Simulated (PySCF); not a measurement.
Cost of one run: spin–spin coupling job, bromoethene (`C=CBr`).

Method: B3LYP/pcJ-1 Br:pcSseg-1 indirect spin-spin coupling, non-relativistic, gas phase (PySCF 2.14.0, density-fitted response routines). Geometry: GFN2-xTB. Work: spin–spin couplings from 5 perturbed nuclei, density fitting. The input is one job of a driver script: a line of settings, then coordinates in Å.

Input:
```
{"job": {"kind": "j", "xc": "B3LYP", "basis": "pcJ-1"}, "charge": 0, "multiplicity": 1}
C     -0.745714     0.080472    -0.061396
C      0.556642     0.121250     0.126152
Br     1.715203    -1.282705    -0.400496
H     -1.370140     0.899203     0.252956
H     -1.234716    -0.757435    -0.528047
H      1.081847     0.941207     0.589257
```

Hardware: Arm Neoverse V1, one thread, on a shared host.

The basis has 125 functions.

Question: Estimate the wall time.

Answer: About 8.6 s. The SCF took 12 cycles.

Question: At this speed, how long would 1000 such jobs take on 32 cores, one job a core?

Answer: 1000/32 gives 32 rounds of 8.6 s, about 4.6 min of wall time and 2.4 core-hours, if the jobs don't slow each other.

The SCF part of the output:
```
coarse grid: 25112 points
cycle   1  E = -2651.8814295873  dE = -9.925e-01  |g| = 7.652e-01  |ddm| = 2.129e+00
cycle   2  E = -2651.8676569030  dE =  1.377e-02  |g| = 5.321e-01  |ddm| = 4.817e-01
cycle   3  E = -2651.8946670094  dE = -2.701e-02  |g| = 2.457e-01  |ddm| = 4.828e-01
cycle   4  E = -2651.9092859641  dE = -1.462e-02  |g| = 6.006e-02  |ddm| = 2.178e-01
cycle   5  E = -2651.9099604661  dE = -6.745e-04  |g| = 1.658e-02  |ddm| = 4.675e-02
cycle   6  E = -2651.9100372341  dE = -7.677e-05  |g| = 1.784e-03  |ddm| = 1.899e-02
cycle   7  E = -2651.9100380923  dE = -8.582e-07  |g| = 5.707e-04  |ddm| = 2.152e-03
final grid: 51608 points
cycle   8  E = -2651.9100072973  dE = -1.510e-08  |g| = 6.204e-04  |ddm| = 1.306e-03
cycle   9  E = -2651.9100072857  dE =  1.157e-08  |g| = 6.883e-04  |ddm| = 1.140e-03
cycle  10  E = -2651.9100073525  dE = -6.678e-08  |g| = 1.367e-04  |ddm| = 5.568e-04
cycle  11  E = -2651.9100073569  dE = -4.396e-09  |g| = 1.423e-05  |ddm| = 9.850e-05
cycle  12  E = -2651.9100073569  dE = -5.275e-11  |g| = 2.725e-06  |ddm| = 1.967e-05
converged SCF energy = -2651.9100073569
```

On the final grid dE counts from the start density on that grid.

Times come from a shared host and carry two figures at best.
